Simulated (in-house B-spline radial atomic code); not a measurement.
Radial electron density of P, [Ne] 3s1 3p4. Method: scalar-relativistic (X2C) PBE, spherical fractional occupations, Fermi nucleus of rms radius 3.1889 fm, inside a hard spherical wall at 2.08 bohr. Calculated with a radial B-spline atomic code at the basis-set limit.

Columns: r (bohr), 4πr²n(r) (electrons per bohr), bar.

```
 0.00399   0.4296 #
 0.00466   0.5696 #
 0.00545   0.7546 ##
 0.00637    0.995 ###
 0.00745    1.308 ###
 0.00871    1.709 ####
  0.0102    2.226 ######
  0.0119    2.862 #######
  0.0139    3.656 #########
  0.0163    4.652 ############
   0.019    5.802 ###############
  0.0223    7.206 ###################
   0.026    8.735 ######################
  0.0305    10.47 ###########################
  0.0356    12.22 ###############################
  0.0416    13.93 ####################################
  0.0487    15.44 ########################################
  0.0569    16.56 ###########################################
  0.0666    17.12 ############################################
  0.0779    16.99 ############################################
   0.091    16.19 ##########################################
   0.106     14.9 ######################################
   0.124    13.36 ##################################
   0.146    12.01 ###############################
    0.17    11.42 #############################
   0.199    11.78 ##############################
   0.233    13.06 ##################################
   0.272    14.77 ######################################
   0.318    16.24 ##########################################
   0.372    16.69 ###########################################
   0.435    15.68 ########################################
   0.509    13.25 ##################################
   0.595    10.09 ##########################
   0.696    7.182 ##################
   0.814    5.448 ##############
   0.951    5.245 #############
    1.11    6.035 ################
     1.3    6.497 #################
    1.52    5.123 #############
    1.78     1.96 #####
    2.06 0.009727
```

On this grid the curve has 3 maxima, near 0.0666, 0.372, 1.3 bohr.

The 3p radial function P(r) = rR(r), positive near the nucleus:

```tsv
r (bohr)	P
0.00466	0.001329
0.00637	0.002418
0.00871	0.00439
0.0119	0.007923
0.0163	0.01427
0.0223	0.02537
0.0305	0.04444
0.0416	0.0759
0.0569	0.1267
0.0779	0.2038
0.106	0.309
0.146	0.4436
0.199	0.5727
0.272	0.6477
0.372	0.5869
0.509	0.316
0.696	-0.1718
0.951	-0.7519
1.3	-1.096
1.78	-0.6242
```
